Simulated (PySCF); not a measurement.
# Cost of excited-state runs on `C1=C(C=O)C=CC=C1OC`, C$_{8}$H$_{8}$O$_{2}$

Atom-mapped SMILES (the numbers label the heavy atoms): `[CH3:1][O:2][c:3]1[cH:4][cH:5][cH:6][c:7]([CH:8]=[O:9])[cH:10]1`. Hydrogens are named by the atom that carries them.

PySCF with density fitting, on 1 thread of an Arm Neoverse V1, shared host. Command: `OMP_NUM_THREADS=1 python excited_run.py task.json out`

Problem. How long does each of these runs take, and how much memory?
- first hyperpolarisability, CAM-B3LYP/aug-cc-pVDZ; usual settings
- excited states, CAM-B3LYP/aug-cc-pVDZ; Tamm-Dancoff; spin-orbit couplings; 6 states; 5 triplets; quadratic response for 4 states
- excited states, CAM-B3LYP/aug-cc-pVDZ; two-photon moments; 8 states; quadratic response for 6 states; 0 triplets

Solution. 
```tsv
run	level	basis functions	wall time	peak memory (GiB)
first hyperpolarisability	CAM-B3LYP/aug-cc-pVDZ	302	99 s	1.3
excited states	CAM-B3LYP/aug-cc-pVDZ	302	100 s	1.3
excited states	CAM-B3LYP/aug-cc-pVDZ	302	2.3 min	1.3
```
Times from a shared host are rough.
